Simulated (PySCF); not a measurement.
## A computed series M(NH2)3

Computed with PySCF 2.14.0, BP86, def2-SVP on the ligands, density fitting, scalar-relativistic core potentials, no spin-orbit coupling, vacuum. Each member is relaxed from one template within its symmetry. Distances are means of the shortest metal–ligand contacts, charges and spins Mulliken's; removal energies are rigid, with the ligand's formal charge and no counterpoise, so too large; for an anion taken off a cation in vacuum most of it is the attraction of opposite charges, and multiply charged cations can part far more cheaply with an electron moved from ligand to metal. lcecp potentials hold a fixed number of 4f electrons in the core, out of states, spins and gaps.

```
metal      basis on the metal     point group  M–NH2 (Å)  charge on M (e)  dipole (D)  removal of one NH2 (eV)  strongest infrared band, degenerate modes summed (cm⁻¹)  unstable modes (below −25 cm⁻¹)
   La  lcecp-1-SVP with ECP46             D3h      2.311             0.81        0.00                     9.99                                                        –                        not given
   Yb  lcecp-1-SVP with ECP59  Cs, nearly D3h      2.140             0.70        0.08                    10.87                                                      500                                0
```

Problem. What does the calculation give for Tb, lcecp-1-SVP with ECP54?

Solution. point group: D3h, M–NH2 (Å): 2.225, charge on M (e): 0.86, dipole (D): 0.00, removal of one NH2 (eV): 10.09, unstable modes (below −25 cm⁻¹): 4.
```xyz
10

Tb    0.0000    0.0000    0.0000
N     2.2253    0.0000    0.0000
H     2.8636    0.0000    0.8105
H     2.8636    0.0000   -0.8105
N    -1.1127    1.9271    0.0000
H    -1.4318    2.4800    0.8105
H    -1.4318    2.4800   -0.8105
N    -1.1126   -1.9272    0.0000
H    -1.4318   -2.4800    0.8105
H    -1.4318   -2.4800   -0.8105
```

Members with unstable modes aren't minima as they stand: saddle points kept by symmetry or, where the modes are soft, flat surfaces and noise. Moved off a saddle point of the template and relaxed again: La, Yb. One start shape was tried for each, so a minimum needn't be the lowest isomer.
